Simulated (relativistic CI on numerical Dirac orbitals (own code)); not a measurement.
Energy levels of Cs XV

Computed by Dirac-Coulomb-Breit CI, KLI orbitals optimised for each configuration, a model potential for QED, unscaled Slater integrals (own radial code, finite nucleus).

CI space (outside the closed core [Ar] 3d10): 4s2.4p6.4d5, 4s2.4p5.4d6, 4s2.4p6.4d4.4f, 4s.4p6.4d6, 4s2.4p6.4d4.5s, 4s2.4p5.4d5.4f, 4s2.4p6.4d4.5p, 4s.4p6.4d5.4f, 4s2.4p6.4d3.4f.5s, 4s2.4p6.4d4.5d, 4s2.4p6.4d3.5s.5p, 4s2.4p5.4d5.5s, 4s2.4p6.4d4.5f, 4s2.4p6.4d4.6s, 4s2.4p6.4d4.6p, 4s2.4p6.4d4.5g, 4s2.4p6.4d4.6f, 4s2.4p6.4d4.7p, 4p6.4d6.5p, 4p6.4d7, 4p5.4d8, 4p5.4d7.4f, 4s2.4p6.4d3.5s2, 4s2.4p6.4d2.4f.5s2, 4s2.4p5.4d3.4f.5s2, 4s2.4p6.4d2.5s2.5p. Double excitations out of closed p, d and f shells are left out; levels of such configurations are missing from the list, as are those of other unlisted configurations, and high levels can miss mixing partners. These lack a partner that the ground configuration has and come out too high: 4s2.4p5.4d5.5s.

The lowest level is 4s2.4p6.4d5 6S_5/2, with 89 % of that term; Hund's rules for 4s2.4p6.4d5 give 6S with J = 5/2, in agreement.

| No. | Configuration | Term | J | E (cm⁻¹) | % | Next component (%) | Landé g | jj configuration (%) |
| --- | --- | --- | --- | --- | --- | --- | --- | --- |
| 1 | 4s2.4p6.4d5 | 6S | 5/2 | 0 | 89 | 9 4P | 1.958 | 4d3/2^3 4d5/2^2 (39) |
| 2 | 4s2.4p6.4d5 | 4G | 5/2 | 42995 | 43 | 17 2F | 0.929 | 4d5/2 (62) |
| 3 | 4s2.4p6.4d5 | 4G | 7/2 | 50725 | 75 | 9 2F | 1.048 | 4d3/2^3 4d5/2^2 (74) |
| 4 | 4s2.4p6.4d5 | 4G | 11/2 | 51983 | 82 | 12 2H | 1.235 | 4d3/2^3 4d5/2^2 (63) |
| 5 | 4s2.4p6.4d5 | 4G | 9/2 | 53998 | 88 | 5 4F | 1.169 | 4d3/2^2 4d5/2^3 (50) |
| 6 | 4s2.4p6.4d5 | 4G | 5/2 | 54828 | 36 | 31 4D | 1.128 | 4d3/2^3 4d5/2^2 (43) |
| 7 | 4s2.4p6.4d5 | 4D | 3/2 | 55816 | 51 | 39 4P | 1.360 | 4d3/2^3 4d5/2^2 (83) |
| 8 | 4s2.4p6.4d5 | 4P | 1/2 | 62558 | 52 | 42 4D | 1.487 | 4d3/2^3 4d5/2^2 (51) |
| 9 | 4s2.4p6.4d5 | 4D | 7/2 | 66336 | 75 | 14 4G | 1.344 | 4d3/2^2 4d5/2^3 (74) |
| 10 | 4s2.4p6.4d5 | 4D | 5/2 | 73546 | 36 | 29 2D | 1.310 | 4d3/2^3 4d5/2^2 (48) |
| 11 | 4s2.4p6.4d5 | 2I | 11/2 | 73861 | 77 | 11 2H | 0.976 | 4d3/2^2 4d5/2^3 (70) |
| 12 | 4s2.4p6.4d5 | 4D | 1/2 | 76380 | 56 | 39 4P | 1.129 | 4d3/2^2 4d5/2^3 (79) |
| 13 | 4s2.4p6.4d5 | 2I | 13/2 | 79754 | 98 | 2 4s2.4p5.4d5.4f 2I | 1.076 | 4d3/2^2 4d5/2^3 (98) |
| 14 | 4s2.4p6.4d5 | 4P | 3/2 | 79941 | 48 | 39 4D | 1.412 | 4d3/2^2 4d5/2^3 (63) |
| 15 | 4s2.4p6.4d5 | 2F | 7/2 | 82968 | 42 | 29 4F | 1.113 | 4d3/2^3 4d5/2^2 (74) |
| 16 | 4s2.4p6.4d5 | 2G | 9/2 | 84893 | 51 | 28 4F | 1.155 | 4d3/2^3 4d5/2^2 (51) |
| 17 | 4s2.4p6.4d5 | 4F | 3/2 | 87977 | 50 | 41 2D | 0.666 | 4d3/2^2 4d5/2^3 (67) |
| 18 | 4s2.4p6.4d5 | 2F | 5/2 | 89605 | 31 | 25 4F | 1.065 | 4d3/2^2 4d5/2^3 (48) |
| 19 | 4s2.4p6.4d5 | 2F | 5/2 | 97872 | 34 | 30 4F | 1.098 | 4d3/2^2 4d5/2^3 (49) |
| 20 | 4s2.4p6.4d5 | 2H | 9/2 | 99637 | 50 | 45 4F | 1.110 | 4d3/2^2 4d5/2^3 (97) |
| 21 | 4s2.4p6.4d5 | 2G | 7/2 | 101192 | 60 | 24 2F | 1.001 | 4d3/2^2 4d5/2^3 (87) |
| 22 | 4s2.4p6.4d5 | 2D | 3/2 | 106688 | 51 | 41 4F | 0.680 | 4d3/2 4d5/2^4 (52) |
| 23 | 4s2.4p6.4d5 | 2F | 5/2 | 108040 | 53 | 26 4F | 0.979 | 4d3/2^2 4d5/2^3 (66) |
| 24 | 4s2.4p6.4d5 | 2F | 7/2 | 109256 | 62 | 11 4F | 1.140 | 4d3/2 4d5/2^4 (74) |
| 25 | 4s2.4p6.4d5 | 2H | 11/2 | 114137 | 76 | 17 2I | 1.072 | 4d3/2 4d5/2^4 (89) |
| 26 | 4s2.4p6.4d5 | 2F | 7/2 | 115196 | 50 | 35 4F | 1.148 | 4d3/2 4d5/2^4 (47) |
| 27 | 4s2.4p6.4d5 | 2G | 9/2 | 116466 | 44 | 33 2H | 1.087 | 4d3/2 4d5/2^4 (67) |
| 28 | 4s2.4p6.4d5 | 2S | 1/2 | 118516 | 85 | 8 4P | 1.973 | 4d3/2 4d5/2^4 (35) |
| 29 | 4s2.4p6.4d5 | 2D | 5/2 | 127432 | 46 | 38 2F | 1.061 | 4d5/2^5 (49) |
| 30 | 4s2.4p6.4d5 | 2D | 3/2 | 134755 | 91 | 5 4D | 0.815 | 4d3/2 4d5/2^4 (42) |
| 31 | 4s2.4p6.4d5 | 2D | 5/2 | 142660 | 76 | 15 2F | 1.152 | 4d3/2 4d5/2^4 (38) |
| 32 | 4s2.4p6.4d5 | 2G | 9/2 | 146598 | 97 | 1 4s2.4p5.4d5.4f 2G | 1.110 | 4d3/2^2 4d5/2^3 (71) |
| 33 | 4s2.4p6.4d5 | 2G | 7/2 | 150602 | 89 | 9 2F | 0.912 | 4d3/2 4d5/2^4 (58) |
| 34 | 4s2.4p6.4d5 | 2P | 3/2 | 171591 | 87 | 11 2D | 1.270 | 4d3/2^2 4d5/2^3 (77) |
| 35 | 4s2.4p6.4d5 | 2P | 1/2 | 178707 | 92 | 6 2S | 0.743 | 4d3/2 4d5/2^4 (47) |
| 36 | 4s2.4p6.4d5 | 2D | 5/2 | 197658 | 96 | 1 4s2.4p5.4d5.4f 2D | 1.197 | 4d3/2^2 4d5/2^3 (73) |
| 37 | 4s2.4p6.4d5 | 2D | 3/2 | 202129 | 86 | 11 2P | 0.854 | 4d3/2 4d5/2^4 (72) |
| 38 | 4s2.4p5.4d6 | 6F° | 11/2 | 717505 | 90 | 8 4G° | 1.438 | 4p3/2^3 4d3/2^3 4d5/2^3 (42) |
| 39 | 4s2.4p5.4d6 | 6F° | 9/2 | 735233 | 64 | 29 6D° | 1.461 | 4p3/2^3 4d3/2^3 4d5/2^3 (63) |
| 40 | 4s2.4p5.4d6 | 6D° | 7/2 | 736616 | 26 | 24 6P° | 1.546 | 4p3/2^3 4d5/2^2 (35) |
| 41 | 4s2.4p5.4d6 | 6P° | 5/2 | 740030 | 31 | 27 6D° | 1.699 | 4p3/2^3 4d3/2^3 4d5/2^3 (36) |
| 42 | 4s2.4p5.4d6 | 6P° | 3/2 | 742278 | 62 | 22 4s2.4p6.4d4.4f 6P° | 2.301 | 4p3/2^3 4d3/2^3 4d5/2^3 (28) |
| 43 | 4s2.4p5.4d6 | 4P° | 5/2 | 744712 | 45 | 24 6P° | 1.632 | 4p3/2^3 4d5/2^2 (33) |
| 44 | 4s2.4p5.4d6 | 4F° | 9/2 | 745919 | 42 | 36 6D° | 1.412 | 4p3/2^3 4d5/2^2 (45) |
| 45 | 4s2.4p5.4d6 | 6F° | 7/2 | 753437 | 31 | 24 4F° | 1.420 | 4p3/2^3 4d3/2^3 4d5/2^3 (48) |

Energies count from the lowest computed level; ° marks odd parity. Filled j subshells are mostly left out of the jj labels.

The mean weight of the leading LS term, summed over parents, in these 45 levels is 62 %, and that of the leading jj configuration (from the same eigenvectors) 59 %.

At this charge energies of transitions that change n are usually good to better than 1 %, and those within a shell (Δn = 0) to a few per cent. Terms inside the open d or f shell come out 10 to 20 % too wide with unscaled integrals. Levels and lines within the n = 5 or 6 shells can be off by up to 10 % or somewhat more, and those that change n by about 2 %, since core polarisation is missing.

LS names give the leading component of a level, which can be under half, so a name can repeat, a term be missing and a line seem to break the LS rules.
